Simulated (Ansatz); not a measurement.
Compare A (`ClC[SiH]1CC1`) with its isomer B (`C[C@H]1C[Si@H]1Cl`).

Computed with Ansatz on PBE0-D4/def2-TZVP structures; ΔE is electronic, products minus reactants. CCSD(T)/CBS adds triple-zeta CCSD(T) − MP2 to the extrapolated MP2 energy (def2 sets, frozen cores). Functionals use def2-TZVPP. B3LYP here is the variant with VWN-RPA as its local correlation; programs differ in this. Each species was taken in one conformer, which may not be the lowest.

A:

Z-matrix (Å, degrees):
```
C
Si 1 1.873
Cl 1 1.789 2 110.4
H 1 1.090 2 112.4 3 119.6
H 1 1.090 2 110.6 3 -119.1
C 2 1.838 1 119.0 3 91.6
C 2 1.845 1 118.4 3 149.0
H 2 1.477 1 114.0 3 -60.4
H 6 1.085 2 119.7 1 -148.7
H 6 1.086 2 119.3 1 -3.3
H 7 1.086 2 119.9 1 1.5
H 7 1.085 2 119.5 1 147.5
```

B:

Z-matrix (Å, degrees):
```
C
C 1 1.507
H 1 1.093 2 111.4
H 1 1.092 2 111.2 3 -119.7
H 1 1.095 2 111.1 3 119.9
C 2 1.564 1 117.6 3 -49.0
Si 2 1.837 1 124.0 3 27.6
H 2 1.089 1 113.6 3 176.0
H 6 1.086 2 117.1 1 -129.3
H 6 1.087 2 114.5 1 5.9
Cl 7 2.046 2 119.2 1 -2.7
H 7 1.475 2 123.1 1 145.2
```

Problem. Which isomer does CCSD(T)/CBS put lower? Give the gap. (Best estimate.)

Solution. The calculation gave: B, by 30.8 kcal/mol.

Problem. Give E(B) − E(A) in kcal/mol with CCSD(T)/def2-TZVPP, ωB97M-V, HF/def2-TZVPP, CCSD/def2-TZVPP, r2SCAN-D4, B3LYP-D4, PBE0-D4. (Estimate.)

Solution. Computed: CCSD(T)/def2-TZVPP -30.6, ωB97M-V -30.5, HF/def2-TZVPP -31.7, CCSD/def2-TZVPP -30.9, r2SCAN-D4 -31.0, B3LYP-D4 -30.2, PBE0-D4 -30.5. None reverses the order clearly.

Largest T1 diagnostic: 0.010.

From PBE to PBE0 (25 % exact exchange), in def2-TZVPP and without D4, E(B) − E(A) moves by −1.1 kcal/mol.
